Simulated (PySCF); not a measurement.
NbO3, neutral, multiplicity 2. Atoms are numbered in the order given.

```xyz
4

Nb    -0.0345     0.2146     0.0000
O     -0.8205    -0.3862     1.4004
O     -0.8205    -0.3862    -1.4004
O      1.8178    -0.3277     0.0000
```
Charge 0, spin multiplicity 2.

Geometry: PBE0-D3(BJ)/def2-TZVP. The multiplicity is an assumed one; other spin states were not compared. The def2 effective core potentials stand for the cores of Nb; spin–orbit coupling is left out.

Computed with PBE0-D3(BJ)/def2-TZVP run with PySCF.

Frequencies are harmonic and unscaled.

Computed harmonic wavenumbers and intensities:
```
mode  ν (cm⁻¹)  IR (km/mol)  moving atoms (share of kinetic energy)
----  --------  -----------  --------------------------------------
1          168         54.8                         O 75 %, Nb 25 %
2          203          4.6                         O 90 %, Nb 10 %
3          318          7.2                         O 90 %, Nb 10 %
4          621         67.1                         O 81 %, Nb 19 %
5          952        243.3                         O 81 %, Nb 19 %
6         1007         45.6                         O 90 %, Nb 10 %
```
